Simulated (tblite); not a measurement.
Isomers of C8H15N. Computed with GFN2-xTB (tblite): harmonic, unscaled wavenumbers at the GFN2-xTB geometry, gas phase. Errors from tens to a few hundred cm⁻¹ against measured bands are possible. One conformer each.

Electronic energies: GFN2-xTB at the same geometries; isomer energies are rough at this level and their order can be wrong.

```csv
SMILES,"electronic energy, lowest = 0 (kcal/mol)"
C1CC[C@H]2NCC[C@H]2C1,0.0
C=C(C)/C(C)=C/N(C)C,45.4
CC(C)=C=C(C)N(C)C,49.5
```

Question: How do GFN2-xTB zero-point energies change the relative energies?

Answer: 
| SMILES | ZPE (kcal/mol) | of it from modes above 1550 cm⁻¹ | electronic (kcal/mol) | with ZPE, lowest = 0 (kcal/mol) | lowest mode (cm⁻¹) | rings |
| --- | --- | --- | --- | --- | --- | --- |
| C1CC[C@H]2NCC[C@H]2C1 | 138.0 | 64.1 | 0.0 | 0.0 | 85 | 2 |
| C=C(C)/C(C)=C/N(C)C | 132.1 | 69.4 | 45.4 | 39.5 | 41 | 0 |
| CC(C)=C=C(C)N(C)C | 131.5 | 67.2 | 49.5 | 42.9 | 51 | 0 |

The zero-point energies span 6.5 kcal/mol, from `CC(C)=C=C(C)N(C)C` to `C1CC[C@H]2NCC[C@H]2C1`. The order is unchanged.

Question: What do entropy and thermal enthalpy add at 298.15 K and 1 bar (rigid rotor, harmonic oscillator, one conformer each)?

Answer: 
```tsv
SMILES	point group	symmetry number	S (cal/(mol K))	H − H(0) (kcal/mol)	ZPE + H − H(0) − TS (kcal/mol)
C1CC[C@H]2NCC[C@H]2C1	C1	1	86.9	5.58	117.7
C=C(C)/C(C)=C/N(C)C	C1	1	103.6	7.82	109.0
CC(C)=C=C(C)N(C)C	C1	1	108.9	8.46	107.5
```
